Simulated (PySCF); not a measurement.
Si(Me)(OH)3 (CH6O3Si), SMILES C[Si](O)(O)O. Atoms are numbered in the order given.

```xyz
11

C      0.0000     0.0000    -1.8449
Si     0.0000     0.0000     0.0070
O      1.2682     0.9144     0.5847
O      0.1578    -1.5555     0.5847
O     -1.4260     0.6411     0.5847
H      0.8518    -0.5796    -2.2339
H     -0.9278    -0.4479    -2.2339
H      0.0761     1.0275    -2.2339
H      1.8435     0.4623     1.2128
H     -0.5214    -1.8277     1.2128
H     -1.3221     1.3654     1.2128
```

The structure is a stationary point at B3LYP-D3(BJ)/def2-SVP. The geometry has at least one imaginary mode, so it is a saddle point at that level. One conformer was computed; it need not be the lowest.

Two levels are set side by side: PBE/pcSseg-1 (PySCF) and B3LYP/pcSseg-1 (PySCF). GIAO shifts against H2O (¹⁷O), TMS (²⁹Si), TMS (¹H), TMS (¹³C) at the same level; non-relativistic, no solvent, atoms listed together averaged. Differences are taken from unrounded values.

| quantity | B3LYP |
|---|---|
| δ(¹³C) of C1 (ppm) | -1.9 |
| δ(²⁹Si) of Si2 (ppm) | -25.2 |
| δ(¹⁷O) of O3, O4, O5 (ppm) | 64.8 |
| δ(¹H) of H6, H7, H8 (ppm) | 0.46 |
| δ(¹H) of H9, H10, H11 (ppm) | 2.01 |

Task: What does PBE give, and how far is it from B3LYP? (Estimate from the structure and the level; the computed values follow.)

Result: 
| quantity | PBE | PBE minus B3LYP |
|---|---|---|
| δ(¹³C) of C1 (ppm) | -2.2 | -0.3 |
| δ(²⁹Si) of Si2 (ppm) | -19.3 | 5.9 |
| δ(¹⁷O) of O3, O4, O5 (ppm) | 72.1 | 7.3 |
| δ(¹H) of H6, H7, H8 (ppm) | 0.44 | -0.02 |
| δ(¹H) of H9, H10, H11 (ppm) | 1.90 | -0.11 |

Rough cost on one machine, each run with all the roots and properties that it gave: B3LYP against PBE within a factor of 2.
